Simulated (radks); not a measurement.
Results of a calculation; reference values are marked as such.
Question: Kr16+, configuration [Ar] 3d2 (the NIST ground configuration). Code: a radial shooting solver on a logarithmic mesh with Libxc functionals. Model: non-relativistic Kohn-Sham, PBE, spin-polarised, spherical densities, point nucleus; open shells are filled with parallel spins first. Some entries of the table are withheld. Estimate them.

orbital  occ.  eigenvalue (eV)  r(max) (bohr)
1s up       1        -14453.27        0.02805
1s down     1        -14453.25        0.02805
2s up       1        -2362.347         0.1580
2s down     1        -2358.358         0.1579
2p up       3        -2191.665         0.1250
2p down     3        -2188.769         0.1249
3s up       1        -726.5990            (1)
3s down     1        -721.6491            (2)
3p up       3              (3)         0.4368
3p down     3              (4)         0.4376
3d up       2              (5)         0.3626
3d down     0              (6)         0.3640

Answer: 
(1) 3s up r(max) (bohr): 0.4519
(2) 3s down r(max) (bohr): 0.4526
(3) 3p up eigenvalue (eV): -666.6270
(4) 3p down eigenvalue (eV): -661.4733
(5) 3d up eigenvalue (eV): -566.6026
(6) 3d down eigenvalue (eV): -560.5130
